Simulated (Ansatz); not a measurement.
Si₅O₆, relaxed as a singlet with RKS PBE-D4/def2-SVP in Ansatz, starting from the GFN1-xTB geometry. Force threshold 0.03 eV/Å.

The structure comes from a short search, and lower isomers may exist.

Start:

Cartesian coordinates in Å:
```
Si -1.048 -1.059 2.660
Si -0.039 -3.042 0.193
Si -0.554 1.838 1.097
Si 0.355 1.458 -1.030
Si 0.897 -0.643 -1.917
O 1.578 -0.843 -3.259
O 0.453 -1.866 -0.928
O -0.817 0.449 1.920
O -0.867 3.217 1.649
O -0.575 -2.183 1.520
O 0.616 2.674 -1.903
```

```json
{"step": "1", "energy (eV)": "-51621.5186", "largest force component (eV/Å)": "2.074", "SCF passes": "37"}
{"step": "2", "energy (eV)": "-51621.6627", "largest force component (eV/Å)": "0.898", "SCF passes": "23"}
{"step": "3", "energy (eV)": "-51621.7174", "largest force component (eV/Å)": "0.421", "SCF passes": "29"}
{"step": "4", "energy (eV)": "-51621.7595", "largest force component (eV/Å)": "0.225", "SCF passes": "29"}
{"step": "5", "energy (eV)": "-51621.7953", "largest force component (eV/Å)": "0.378", "SCF passes": "30"}
{"step": "6", "energy (eV)": "-51621.8205", "largest force component (eV/Å)": "0.307", "SCF passes": "22"}
{"step": "7", "energy (eV)": "-51621.8427", "largest force component (eV/Å)": "0.065", "SCF passes": "23"}
{"step": "8", "energy (eV)": "-51621.8499", "largest force component (eV/Å)": "0.392", "SCF passes": "30"}
{"step": "9", "energy (eV)": "-51621.8558", "largest force component (eV/Å)": "0.194", "SCF passes": "23"}
{"step": "10", "energy (eV)": "-51621.8702", "largest force component (eV/Å)": "0.058", "SCF passes": "29"}
{"step": "11 (rejected)", "energy (eV)": "-51621.8681", "largest force component (eV/Å)": "0.156", "SCF passes": "23"}
{"step": "15", "energy (eV)": "-51621.8840", "largest force component (eV/Å)": "0.024", "SCF passes": "21"}
{"step": "19", "energy (eV)": "-51621.8885", "largest force component (eV/Å)": "0.060", "SCF passes": "23"}
{"step": "23", "energy (eV)": "-51621.8903", "largest force component (eV/Å)": "0.047", "SCF passes": "23"}
{"step": "27", "energy (eV)": "-51621.8912", "largest force component (eV/Å)": "0.042", "SCF passes": "24"}
{"step": "31 (rejected)", "energy (eV)": "-51621.8899", "largest force component (eV/Å)": "0.541", "SCF passes": "30"}
{"step": "35", "energy (eV)": "-51621.9041", "largest force component (eV/Å)": "0.269", "SCF passes": "23"}
{"step": "39", "energy (eV)": "-51621.9392", "largest force component (eV/Å)": "0.256", "SCF passes": "30"}
{"step": "43", "energy (eV)": "-51622.0459", "largest force component (eV/Å)": "0.312", "SCF passes": "30"}
{"step": "47", "energy (eV)": "-51623.0260", "largest force component (eV/Å)": "2.008", "SCF passes": "29"}
{"step": "51", "energy (eV)": "-51623.5558", "largest force component (eV/Å)": "0.649", "SCF passes": "30"}
{"step": "55", "energy (eV)": "-51623.7650", "largest force component (eV/Å)": "0.314", "SCF passes": "29"}
{"step": "59", "energy (eV)": "-51623.8074", "largest force component (eV/Å)": "0.196", "SCF passes": "23"}
{"step": "63", "energy (eV)": "-51623.8111", "largest force component (eV/Å)": "0.016", "SCF passes": "24"}
```

Force components are those of the run's own axes.

End:

```xyz
11

Si    1.818   -2.539    0.828
Si   -1.127   -3.005   -0.402
Si   -0.697    2.507    0.723
Si    0.291    1.817   -1.369
Si    0.052   -0.156   -0.078
O     1.433   -0.899    0.491
O    -1.068   -1.295   -0.557
O    -0.607    0.847    1.118
O    -1.246    3.622    1.645
O     0.386   -3.317    0.322
O     0.764    2.419   -2.721
```

Bonds lost: Si1–O8 (atoms count from 1). Bonds formed: Si1–O6, Si5–O8 (atoms count from 1).

The force fell under the threshold at step 15, but the optimiser went on and released 1.927 eV more. No frequencies were taken in this run, so the end may be a saddle point.

Run time 2.2 min (4 threads of Arm Neoverse V2 on a shared host).
